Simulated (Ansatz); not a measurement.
Molecule: C₆H₁₃O (charge 0, doublet). It need not be the lowest isomer of its formula. SMILES: CC[CH]CCCO
Geometry from a B3LYP-D3(BJ)/def2-TZVP (Ansatz, a first-principles code) optimisation:
```xyz
20

C      2.9422     0.5995    -0.2262
C      2.2600    -0.7732    -0.0944
C      1.2194    -0.8211     0.9696
C     -0.2283    -0.9696     0.6613
C     -0.8635     0.3013     0.0572
C     -2.3350     0.1081    -0.2781
O     -2.9520     1.2872    -0.7841
H      2.2179     1.3733    -0.4863
H      3.4127     0.8895     0.7153
H      3.7154     0.5805    -0.9976
H      1.8173    -1.0520    -1.0558
H      3.0392    -1.5199     0.1096
H      1.5203    -0.5969     1.9872
H     -0.7812    -1.2396     1.5653
H     -0.3722    -1.7915    -0.0527
H     -0.7613     1.1353     0.7555
H     -0.3190     0.5789    -0.8521
H     -2.8953    -0.1486     0.6228
H     -2.4521    -0.7251    -0.9839
H     -2.4952     1.5482    -1.5911
```
Charge 0, spin multiplicity 2.

Quantity: atomisation energy (electronic, to ground-state atoms), in kcal/mol. Correlated levels leave the core frozen unless marked. UHF or UKS for open shells. Spin-orbit coupling is left out. Non-relativistic. The coupled-cluster limit lacks core correlation, which all-electron functionals hold. CBS(X,Y): correlation extrapolated as X^-3; Hartree-Fock from the larger set. [CCSD(T)-MP2]/basis is that difference in the basis named.

```tsv
level	program	atomisation energy (kcal/mol)
SVWN5/def2-TZVPD	Ansatz	2143.2
PBE/def2-TZVPD	Ansatz	1909.9
r2SCAN/def2-TZVPD	Ansatz	1883.7
B3LYP-D3(BJ)/def2-TZVPD	Ansatz + dftd3	1882.5
B3LYP-D4/def2-TZVPD	Ansatz + dftd4	1880.4
PBE0/def2-TZVP	Ansatz	1885.5
CAM-B3LYP-D4/def2-TZVPD	Ansatz + dftd4	…
B2GP-PLYP-D3(BJ)/def2-TZVPD	Ansatz + dftd3	…
SCS-MP2/6-31G	Ansatz	1626.3
SCS-MP2/6-31G*	Ansatz	1721.9
CCSD/cc-pVDZ	Ansatz	1734.6
CCSD/cc-pVTZ	Ansatz	1814.8
RI-MP2/CBS(cc-pVTZ,cc-pVQZ)+[CCSD(T)-MP2]/cc-pVTZ	Ansatz	1880.3
```

Question: Fill in the missing entries.

Answer: 
- CAM-B3LYP-D4/def2-TZVPD, atomisation energy (kcal/mol): 1889.1
- B2GP-PLYP-D3(BJ)/def2-TZVPD, atomisation energy (kcal/mol): 1857.1
